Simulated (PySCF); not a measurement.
**Radial density of Ni³⁺ (nickel, charge +3)**

r2SCAN0, [Ar] 3d7, high-spin 4F determinant. Computed with PySCF 2.14 in aug-cc-pwCVTZ (10s9p7d4f3g, 127 functions), with no relativity, point nucleus.

```
r (bohr)  4πr²ρ (e/bohr)  4πr²(ρα − ρβ)
0.000960          0.1638         0.0000
 0.00161          0.4466         0.0000
 0.00271           1.188         0.0000
 0.00457           3.030         0.0000
 0.00768           7.204         0.0000
  0.0129           15.22        -0.0001
  0.0217           26.45        -0.0004
  0.0365           33.66        -0.0011
  0.0615           29.22        -0.0004
   0.103           28.63         0.0288
   0.174           38.28         0.2751
   0.293           22.56         1.3379
   0.492           17.93         3.1413
   0.828           16.51         2.8888
    1.39           3.580         0.8814
    2.34          0.2023         0.0634
    3.94        0.001066         0.0002
```
